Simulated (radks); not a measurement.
Problem. The mean radii <r> (bohr) of the occupied orbitals of an atom or ion are listed with their occupations. All-electron calculation, scalar-relativistic Kohn-Sham, PBE, spin-unpolarised, spherical densities, point nucleus. Program: a radial shooting solver on a logarithmic mesh with Libxc functionals.

| orbital | occ. | <r> |
|---|---|---|
| 1s | 2 | 0.03602 |
| 2s | 2 | 0.1523 |
| 2p | 4 | 0.1315 |

Name the element and its charge.

Solution. Z = 41, niobium, charge +33: Nb33+ in [He] 2s2 2p4. The 1s radius gives Z: for a bare nucleus <r> = (2 gamma + 1)/(2Z) with gamma = sqrt(1 - (Z/c)^2), 0.03547 bohr for Z = 41, and screening makes it slightly larger (0.03602 here). The occupations add up to 8, and the charge is Z minus that.
